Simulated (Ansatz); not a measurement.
Relaxation of ClH₆PSn (9 atoms, charge 0, multiplicity 1), to a largest force component of 0.03 eV/Å in at most 50 steps.

Level of theory: RKS PBE-D4/def2-SVP (Ansatz 0.2.0).

```xyz
9
Properties=species:S:1:pos:R:3:forces:R:3
Sn 0.361 0.122 -0.158 0.15 0.00 0.14
Cl 0.610 -0.058 2.226 0.10 0.02 -0.17
H 1.977 0.080 -0.768 -0.03 0.00 0.00
H -0.430 1.619 -0.462 0.02 -0.01 0.00
H -0.543 -1.266 -0.634 0.00 0.03 0.00
P -3.076 -0.062 1.103 -0.35 -0.03 -0.11
H -3.132 -1.488 0.908 -0.01 0.01 0.02
H -4.030 -0.099 2.184 0.03 0.02 -0.05
H -1.953 -0.159 1.984 0.09 -0.03 0.17
```

Task: Where does it end, and by what steps?

Result: The forces met the threshold. The force dipped under the threshold on the way, but the program's further checks kept it going. After 17 steps the energy has fallen by 0.051 eV; H7 moved furthest, 0.68 Å.

| step | energy less start (eV) | largest force component (eV/Å) | accepted |
| --- | --- | --- | --- |
| 0 | 0.0000 | 0.346 | yes |
| 1 | -0.0364 | 0.064 | yes |
| 2 | -0.0397 | 0.092 | yes |
| 3 | -0.0446 | 0.073 | yes |
| 4 | -0.0459 | 0.046 | yes |
| 5 | -0.0472 | 0.007 | yes |
| 6 | -0.0427 | 0.280 | no |
| 7 | -0.0480 | 0.047 | yes |
| 8 | -0.0477 | 0.090 | no |
| 9 | -0.0484 | 0.041 | yes |
| 10 | -0.0487 | 0.057 | yes |
| 11 | -0.0491 | 0.068 | yes |
| 12 | -0.0493 | 0.064 | yes |
| 13 | -0.0496 | 0.050 | yes |
| 14 | -0.0501 | 0.052 | yes |
| 15 | -0.0502 | 0.076 | yes |
| 16 | -0.0504 | 0.063 | yes |
| 17 | -0.0506 | 0.027 | yes |

```xyz
9
Properties=species:S:1:pos:R:3
Sn 0.540 0.184 -0.243
Cl 0.798 -0.123 2.108
H 2.149 0.289 -0.859
H -0.335 1.650 -0.455
H -0.291 -1.206 -0.828
P -3.116 -0.321 1.135
H -3.623 -1.653 1.348
H -4.146 0.280 1.944
H -2.193 -0.413 2.234
```

Whether the end is a true minimum wasn't checked by a vibrational analysis.

The run took 29 s on 2 threads of Arm Neoverse V1, on a shared host, peak memory 0.13 GiB.
